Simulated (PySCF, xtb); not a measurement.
Li(OH) (HLiO), SMILES [Li][OH].

Harmonic wavenumbers (cm⁻¹) from xtb with GFN2-xTB at its own minimum, in rising order: 422, 422, 919, 3802.

Problem. What does B3LYP-D3(BJ)/def2-TZVPD in PySCF give at its own minimum? (The exact figures need the calculation; the answer reports its results.)

Solution. 299, 299, 955, 3982. Paired by order, the mean absolute difference is 116 cm⁻¹ and the zero-point energies are 8.0 and 7.9 kcal/mol.
